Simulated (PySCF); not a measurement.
C₄H₄N, SMILES [c]1ccc[nH]1, multiplicity 2.

Geometry optimised at B3LYP-D3(BJ)/def2-SVP. The isomer is the one that the SMILES or the coordinates give; other isomers of the formula were not compared.

Computed with B3LYP-D3(BJ)/def2-SVP run with PySCF 2.14.0.

Frequencies are harmonic and unscaled.

Computed normal modes with their intensities:
| mode | ν (cm⁻¹) | IR (km/mol) | moving atoms (share of kinetic energy) |
|---|---|---|---|
| 1 | 361 | 6.2 | C 35 %, H 35 %, N 30 % |
| 2 | 490 | 46.6 | H 72 %, C 27 % |
| 3 | 624 | 1.8 | C 62 %, H 28 %, N 10 % |
| 4 | 694 | 64.9 | H 67 %, C 28 % |
| 5 | 764 | 52.5 | H 79 %, C 21 % |
| 6 | 853 | 3.1 | C 86 %, H 10 % |
| 7 | 877 | 0.0 | H 76 %, C 24 % |
| 8 | 887 | 1.4 | C 52 %, N 32 %, H 17 % |
| 9 | 1018 | 18.0 | H 70 %, C 23 % |
| 10 | 1056 | 23.2 | H 69 %, C 23 %, N 8 % |
| 11 | 1106 | 9.0 | H 66 %, C 25 %, N 9 % |
| 12 | 1185 | 13.2 | C 62 %, N 21 %, H 17 % |
| 13 | 1248 | 3.5 | H 69 %, C 30 % |
| 14 | 1380 | 3.3 | C 78 %, H 21 % |
| 15 | 1416 | 11.1 | C 40 %, N 30 %, H 30 % |
| 16 | 1474 | 18.7 | C 65 %, N 19 %, H 16 % |
| 17 | 1564 | 0.2 | C 81 %, H 18 % |
| 18 | 3232 | 1.4 | H 92 %, C 8 % |
| 19 | 3259 | 0.3 | H 91 %, C 9 % |
| 20 | 3264 | 0.1 | H 91 %, C 9 % |
| 21 | 3666 | 97.2 | H 93 % |
